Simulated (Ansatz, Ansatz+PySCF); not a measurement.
```xyz
2

B     0.0000    0.0000   -1.3770
B     0.0000    0.0000    1.3770
```

Basis set: 6-31G (spherical functions). Correlated methods keep 2 orbitals frozen. Charge 0, multiplicity 3.

Computed with Ansatz (development build ahead of 0.2.0); each method stands on the lowest determinant of its kind that the runs found.

The atomization energy at this shape (free ground-state atoms in the same class of orbitals less the molecule, no zero-point energy) of triplet B₂:

```tsv
method	atomization energy
PBE0 (unrestricted)	0.97 eV
UHF-CCSD(T)	0.55 eV
UHF-CCSD	0.48 eV
UHF-MP2	0.29 eV
UHF	0.19 eV
ROHF	0.12 eV
```

Question: What does full CI (lowest root of this spin) give?

Answer: 0.69 eV. Caution: the shape is not the minimum. Caution for UHF-CCSD(T), UHF-CCSD, UHF-MP2: large amplitudes, a single reference is doubtful. Caution for UHF-CCSD(T), UHF-CCSD, UHF-MP2, UHF, ROHF: the determinant may break the point group. Caution for UHF-CCSD(T), UHF-CCSD: the program doubts this total.

This basis has no polarisation functions and is too small for such energies, which can lie far from measured ones in either direction.
